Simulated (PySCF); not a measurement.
## Distorted geometries of [ErCl4]−

[ErCl4]− (singlet in the valence; each metal's 4f electrons, 11 of them, lie in its core potential, out of spins and levels). PySCF 2.14.0, RKS r2SCAN, Er lcecp-1-SVP with ECP57, Cl def2-SVP; non-relativistic Hamiltonian with scalar-relativistic core potentials where named; density fitting; no spin-orbit coupling. Relaxed geometry:

```xyz
5

Er    0.0000    0.0000    0.0000
Cl    1.4513    1.4513    1.4513
Cl   -1.4513   -1.4513    1.4513
Cl    1.4513   -1.4513   -1.4513
Cl   -1.4513    1.4513   -1.4513
```

**Question.** Order these distorted geometries by energy above the relaxed one, lowest first.
A.
```xyz
5

Er   -0.2862    0.0655   -0.0254
Cl    1.6355    1.3218    1.4709
Cl   -1.4246   -1.3470    1.4057
Cl    1.5485   -1.6024   -1.4305
Cl   -1.4731    1.5621   -1.4207
```
B.
```xyz
5

Er   -0.1348    0.0583    0.1876
Cl    1.6958    1.5567    1.4092
Cl   -1.5308   -1.5879    1.1761
Cl    1.5598   -1.5423   -1.3835
Cl   -1.5900    1.5153   -1.3895
```
C.
```xyz
5

Er   -0.0113   -0.0960    0.0231
Cl    1.4544    1.4681    1.3384
Cl   -1.4386   -1.4226    1.5379
Cl    1.4711   -1.3883   -1.4927
Cl   -1.4756    1.4389   -1.4067
```

**Answer.** C (0.05 eV), B (0.69 eV), A (1.10 eV).

**Question.** Which forces (eV/Å) act in the one that lies 0.05 eV up?

**Answer.** 
```
Er  -0.06  1.07 -0.41
Cl  -0.02 -0.09  0.05
Cl  -0.27 -0.36  0.31
Cl   0.16 -0.29 -0.17
Cl   0.19 -0.32  0.22
```
Forces carry noise of the integration grid, about 0.01 to 0.03 eV/Å.

No frequency check is given that shows the relaxed geometry to be a minimum. An lcecp potential fixes the number of 4f electrons, so in runs with it no electron can move into or out of that shell.
